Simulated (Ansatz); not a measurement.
Ansatz (a quantum-chemistry and plane-wave program) input file for MoOF3, SMILES [O]=[Mo]([F])([F])[F] (connectivity only; charge and spin as stated), neutral, multiplicity 2, r2SCAN-D4/def2-SVP. 

Ansatz 0.2 input:
```yaml
crystal:
  periodic: [false, false, false]
  atoms:
    - {symbol: Mo, position_ang: [0.01742241, -0.08881727, -0.00000000]}
    - {symbol: O, position_ang: [-0.46010545, -1.64281294, -0.00000002]}
    - {symbol: F, position_ang: [0.39889175, 0.12466876, 1.69379012]}
    - {symbol: F, position_ang: [0.39889175, 0.12466880, -1.69379013]}
    - {symbol: F, position_ang: [-0.47010546, 1.62542121, 0.00000002]}
basis:
  gaussian:
    orbitals: def2-SVP
hamiltonian:
  xc: r2scan
  dispersion: d4
magnetization: {spin_polarized: true, initial_magnetization: 1}
relax: {f_tol: 0.002, max_steps: 200}
```

It prints:

```
WARN ansatz: RAYON_NUM_THREADS=1 ignored (pool sized by the plan → 1); use --threads N
Functional definition: r2SCAN
integrals: 0.04 GiB planned
890 factors; their error is unknown
mean field: 0.33 GiB planned
mean field evaluation 1: about -12034.6408 eV, gradient 5.7e1 eV
mean field evaluation 2: about -11836.9823 eV, gradient 1.9e2 eV
mean field evaluation 4: about -12044.1662 eV, gradient 2.0e1 eV
mean field evaluation 8: about -12045.5836 eV, gradient 3.6e-1 eV
mean field evaluation 16: about -12045.5481 eV, gradient 1.4e-3 eV
mean field evaluation 32: about -12044.4515 eV, gradient 7.1e-5 eV
mean field -12045.54806232 eV, -442.6657265247 hartree, gradient 1.3e-5 eV, S^2 0.753094; 4 other end points of the search recorded, 0 dependent functions left out
the calculation of the forces begins
reference -12045.54810340 eV, -442.6657280340 hartree; 25, 24 occupied and 62, 63 virtual orbitals, 890 factors
relax step   1: F+E_penalty+E_count = -12045.57183243 eV  Δ(F+E_penalty+E_count) = +0.000e0 eV  max|allowed force component| = 3.707e0 eV/Å  Δτ_max = 0.0000 Å  (104 SCF iters, accepted)
these checks for a lower state are left out or cut short: starts, cluster_reference, orbital_swaps, neighbouring_geometries, increment
integrals: 0.04 GiB planned
890 factors; their error is unknown
mean field: 0.33 GiB planned
mean field -12046.47010905 eV, -442.6996111168 hartree, gradient 2.0e-5 eV, S^2 0.753758; 0 other end points of the search recorded, 0 dependent functions left out
the calculation of the forces begins
reference -12046.47015053 eV, -442.6996126413 hartree; 25, 24 occupied and 62, 63 virtual orbitals, 890 factors
relax step   2: F+E_penalty+E_count = -12046.49348799 eV  Δ(F+E_penalty+E_count) = -9.217e-1 eV  max|allowed force component| = 5.586e-1 eV/Å  Δτ_max = 0.1921 Å  (46 SCF iters, accepted)
these checks for a lower state are left out or cut short: starts, cluster_reference, orbital_swaps, neighbouring_geometries, increment
integrals: 0.04 GiB planned
890 factors; their error is unknown
mean field: 0.33 GiB planned
mean field -12046.67717052 eV, -442.7072204855 hartree, gradient 1.5e-5 eV, S^2 0.753858; 0 other end points of the search recorded, 0 dependent functions left out
the calculation of the forces begins
reference -12046.67721232 eV, -442.7072220217 hartree; 25, 24 occupied and 62, 63 virtual orbitals, 890 factors
relax step   3: F+E_penalty+E_count = -12046.70048001 eV  Δ(F+E_penalty+E_count) = -2.070e-1 eV  max|allowed force component| = 8.873e-1 eV/Å  Δτ_max = 0.1950 Å  (46 SCF iters, accepted)
these checks for a lower state are left out or cut short: starts, cluster_reference, orbital_swaps, neighbouring_geometries, increment
integrals: 0.04 GiB planned
890 factors; their error is unknown
mean field: 0.33 GiB planned
mean field evaluation 64: about -12046.6927 eV, gradient 9.9e-1 eV
mean field -12046.66973300 eV, -442.7069471617 hartree, gradient 1.0e-5 eV, S^2 0.753963; 0 other end points of the search recorded, 0 dependent functions left out
the calculation of the forces begins
reference -12046.66977488 eV, -442.7069487009 hartree; 25, 24 occupied and 62, 63 virtual orbitals, 890 factors
relax step   4: F+E_penalty+E_count = -12046.69321509 eV  Δ(F+E_penalty+E_count) = +7.265e-3 eV  max|allowed force component| = 7.227e-1 eV/Å  Δτ_max = 0.2000 Å  (47 SCF iters, rejected (line search))
these checks for a lower state are left out or cut short: starts, cluster_reference, orbital_swaps, neighbouring_geometries, increment
integrals: 0.04 GiB planned
890 factors; their error is unknown
mean field: 0.33 GiB planned
mean field -12046.74230689 eV, -442.7096142029 hartree, gradient 1.0e-5 eV, S^2 0.753798; 0 other end points of the search recorded, 0 dependent functions left out
the calculation of the forces begins
reference -12046.74234880 eV, -442.7096157430 hartree; 25, 24 occupied and 62, 63 virtual orbitals, 890 factors
relax step   5: F+E_penalty+E_count = -12046.76574714 eV  Δ(F+E_penalty+E_count) = -6.527e-2 eV  max|allowed force component| = 1.709e-1 eV/Å  Δτ_max = 0.0964 Å  (48 SCF iters, accepted)
these checks for a lower state are left out or cut short: starts, cluster_reference, orbital_swaps, neighbouring_geometries, increment
integrals: 0.04 GiB planned
890 factors; their error is unknown
mean field: 0.33 GiB planned
mean field -12046.75399844 eV, -442.7100438597 hartree, gradient 2.3e-5 eV, S^2 0.753993; 0 other end points of the search recorded, 0 dependent functions left out
the calculation of the forces begins
reference -12046.75404046 eV, -442.7100454036 hartree; 25, 24 occupied and 62, 63 virtual orbitals, 890 factors
relax step   6: F+E_penalty+E_count = -12046.77746690 eV  Δ(F+E_penalty+E_count) = -1.172e-2 eV  max|allowed force component| = 7.848e-2 eV/Å  Δτ_max = 0.0572 Å  (39 SCF iters, accepted)
these checks for a lower state are left out or cut short: starts, cluster_reference, orbital_swaps, neighbouring_geometries, increment
integrals: 0.04 GiB planned
890 factors; their error is unknown
mean field: 0.33 GiB planned
mean field evaluation 96: about -12046.7634 eV, gradient 1.2e-5 eV
mean field -12046.76336605 eV, -442.7103881128 hartree, gradient 1.4e-5 eV, S^2 0.754555; 0 other end points of the search recorded, 0 dependent functions left out
the calculation of the forces begins
reference -12046.76340818 eV, -442.7103896610 hartree; 25, 24 occupied and 62, 63 virtual orbitals, 890 factors
relax step   7: F+E_penalty+E_count = -12046.78684294 eV  Δ(F+E_penalty+E_count) = -9.376e-3 eV  max|allowed force component| = 4.295e-2 eV/Å  Δτ_max = 0.0751 Å  (42 SCF iters, accepted)
these checks for a lower state are left out or cut short: starts, cluster_reference, orbital_swaps, neighbouring_geometries, increment
integrals: 0.04 GiB planned
890 factors; their error is unknown
mean field: 0.33 GiB planned
mean field -12046.77400635 eV, -442.7107791367 hartree, gradient 1.2e-5 eV, S^2 0.756154; 0 other end points of the search recorded, 0 dependent functions left out
the calculation of the forces begins
reference -12046.77404843 eV, -442.7107806832 hartree; 25, 24 occupied and 62, 63 virtual orbitals, 890 factors
relax step   8: F+E_penalty+E_count = -12046.79744845 eV  Δ(F+E_penalty+E_count) = -1.061e-2 eV  max|allowed force component| = 8.877e-1 eV/Å  Δτ_max = 0.1976 Å  (45 SCF iters, accepted)
these checks for a lower state are left out or cut short: starts, cluster_reference, orbital_swaps, neighbouring_geometries, increment
integrals: 0.04 GiB planned
890 factors; their error is unknown
mean field: 0.33 GiB planned
mean field -12046.78829151 eV, -442.7113041068 hartree, gradient 2.6e-5 eV, S^2 0.755800; 0 other end points of the search recorded, 0 dependent functions left out
the calculation of the forces begins
reference -12046.78833366 eV, -442.7113056556 hartree; 25, 24 occupied and 62, 63 virtual orbitals, 890 factors
relax step   9: F+E_penalty+E_count = -12046.81177317 eV  Δ(F+E_penalty+E_count) = -1.432e-2 eV  max|allowed force component| = 1.803e-1 eV/Å  Δτ_max = 0.0267 Å  (40 SCF iters, accepted)
these checks for a lower state are left out or cut short: starts, cluster_reference, orbital_swaps, neighbouring_geometries, increment
integrals: 0.04 GiB planned
890 factors; their error is unknown
mean field: 0.33 GiB planned
mean field -12046.78913609 eV, -442.7113351445 hartree, gradient 2.0e-5 eV, S^2 0.755791; 0 other end points of the search recorded, 0 dependent functions left out
the calculation of the forces begins
reference -12046.78917823 eV, -442.7113366928 hartree; 25, 24 occupied and 62, 63 virtual orbitals, 890 factors
relax step  10: F+E_penalty+E_count = -12046.81262678 eV  Δ(F+E_penalty+E_count) = -8.536e-4 eV  max|allowed force component| = 1.280e-1 eV/Å  Δτ_max = 0.0095 Å  (41 SCF iters, accepted)
these checks for a lower state are left out or cut short: starts, cluster_reference, orbital_swaps, neighbouring_geometries, increment
integrals: 0.04 GiB planned
890 factors; their error is unknown
mean field: 0.33 GiB planned
mean field evaluation 128: about -12046.7962 eV, gradient 4.0e-3 eV
mean field -12046.79618338 eV, -442.7115941276 hartree, gradient 2.8e-5 eV, S^2 0.756097; 0 other end points of the search recorded, 0 dependent functions left out
the calculation of the forces begins
reference -12046.79622539 eV, -442.7115956712 hartree; 25, 24 occupied and 62, 63 virtual orbitals, 890 factors
relax step  11: F+E_penalty+E_count = -12046.81968381 eV  Δ(F+E_penalty+E_count) = -7.057e-3 eV  max|allowed force component| = 1.309e-1 eV/Å  Δτ_max = 0.0876 Å  (39 SCF iters, accepted)
these checks for a lower state are left out or cut short: starts, cluster_reference, orbital_swaps, neighbouring_geometries, increment
integrals: 0.04 GiB planned
890 factors; their error is unknown
mean field: 0.33 GiB planned
mean field -12046.79653491 eV, -442.7116070461 hartree, gradient 1.9e-5 eV, S^2 0.756034; 0 other end points of the search recorded, 0 dependent functions left out
the calculation of the forces begins
reference -12046.79657695 eV, -442.7116085908 hartree; 25, 24 occupied and 62, 63 virtual orbitals, 890 factors
relax step  12: F+E_penalty+E_count = -12046.82003871 eV  Δ(F+E_penalty+E_count) = -3.549e-4 eV  max|allowed force component| = 8.858e-3 eV/Å  Δτ_max = 0.0173 Å  (39 SCF iters, accepted)
these checks for a lower state are left out or cut short: starts, cluster_reference, orbital_swaps, neighbouring_geometries, increment
integrals: 0.04 GiB planned
890 factors; their error is unknown
mean field: 0.33 GiB planned
mean field -12046.79659490 eV, -442.7116092505 hartree, gradient 1.7e-5 eV, S^2 0.756053; 0 other end points of the search recorded, 0 dependent functions left out
the calculation of the forces begins
reference -12046.79663692 eV, -442.7116107949 hartree; 25, 24 occupied and 62, 63 virtual orbitals, 890 factors
relax step  13: F+E_penalty+E_count = -12046.82009830 eV  Δ(F+E_penalty+E_count) = -5.959e-5 eV  max|allowed force component| = 1.877e-3 eV/Å  Δτ_max = 0.0057 Å  (41 SCF iters, accepted)
integrals: 0.04 GiB planned
890 factors; their error is unknown
mean field: 0.33 GiB planned
mean field evaluation 160: about -12046.8422 eV, gradient 4.9e-2 eV
mean field -12046.79659490 eV, -442.7116092505 hartree, gradient 1.8e-5 eV, S^2 0.756053; 5 other end points of the search recorded, 0 dependent functions left out
the calculation of the forces begins
reference -12046.79663692 eV, -442.7116107949 hartree; 25, 24 occupied and 62, 63 virtual orbitals, 890 factors
Total energy: -12046.82014033 eV, -442.7124745291 hartree
Atom 0 at    -0.196645     0.007265    -0.000000 Å, force    -0.001877    -0.000459     0.000000 eV/Å
Atom 1 at    -0.944181    -1.478396    -0.000000 Å, force     0.000621     0.000872     0.000000 eV/Å
Atom 2 at     1.085628     0.007843     1.341795 Å, force     0.000496    -0.000054    -0.000497 eV/Å
Atom 3 at     1.085628     0.007843    -1.341795 Å, force     0.000496    -0.000054     0.000497 eV/Å
Atom 4 at    -1.145434     1.598574     0.000000 Å, force     0.000265    -0.000305     0.000000 eV/Å
Dipole moment:    -0.266173     0.114557     0.000000 e Å
```

Self-consistency was reached.

Cost: around 2.4 core-minutes (rough).
